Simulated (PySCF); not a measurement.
Shapes and spin states of [Be3O]+

Computed with PBE0 in PySCF with O def2-TZVP, Be def2-TZVP; no relativity; density-fitted integrals.

Relaxations began from a few typed shapes and spin states; open shells are unrestricted. The search is not exhaustive: other isomers or separated fragments can lie lower, and high-lying points may rest on an excited occupation.

Question: Order these stationary points by electronic energy, lowest first, in kJ/mol from the lowest minimum.
A. quartet D3h: O–Be 1.521 Å (×3); Be–O–Be 120.0° (×3)
B. doublet (⟨S²⟩ 1.21) Cs: Be–Be 2.060 Å, O–Be 1.510 Å, O–Be 1.523 Å, O–Be 1.525 Å; Be–Be–O 47.5° (×2), Be–O–Be 85.0°, Be–O–Be 134.3°, Be–O–Be 140.6°
C. broken-symmetry Ms = 1/2 (⟨S²⟩ 1.56) C2v: Be–Be 2.521 Å (×2), O–Be 1.516 Å (×3); Be–Be–Be 67.5°, Be–Be–O 33.7° (×4), Be–O–Be 112.5° (×2), Be–O–Be 135.0°

Answer: B (0.0), C (2.4), A (23.0).

Question: Which of them are minima?

Answer: By energy in kJ/mol, 0.0: minimum; 2.4: saddle point, 1 imaginary mode; 23.0: minimum.

For the lowest minimum: the determinant is spin-contaminated (⟨S²⟩ = 1.21, pure value 0.75).
